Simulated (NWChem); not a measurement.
System: Si$_{2}$H$_{4}$OClF; SMILES F[Si@H](Cl)O[SiH3]

```xyz
9

F      2.0338     0.7973     0.1361
Si     0.5613     0.6316    -0.4962
Cl    -0.7465     1.5570     0.7831
O      0.1982    -0.9483    -0.6146
Si    -0.4093    -2.3039     0.1542
H      0.5392     1.2743    -1.8198
H      0.1809    -2.4236     1.5181
H     -0.0400    -3.4863    -0.6698
H     -1.8921    -2.1921     0.2539
```
Atoms are numbered in this order, from 1.

All runs: NWChem. Pople sets run with spherical d functions. Geometry: optimised at PBE0/def2-SVP. Vzz is the largest principal value of the second derivative of the potential at the nucleus (NWChem prints the opposite sign); η is the asymmetry. Non-relativistic.

```
level           Vzz Cl3 (a.u.)  η Cl3  Vzz O4 (a.u.)  η O4
--------------  --------------  -----  -------------  ----
PBE0/def2-SVP       (withheld)   0.01     (withheld)  0.16
PBE0/def2-TZVP           2.010   0.02          0.995  0.15
PBE/6-31G*               1.940   0.01          0.957  0.15
PBE/cc-pVTZ              1.835   0.01          0.992  0.14
```

### Question
What belongs in the gaps?

### Answer

- PBE0/def2-SVP, Vzz Cl3 (a.u.): 1.905
- PBE0/def2-SVP, Vzz O4 (a.u.): 1.037
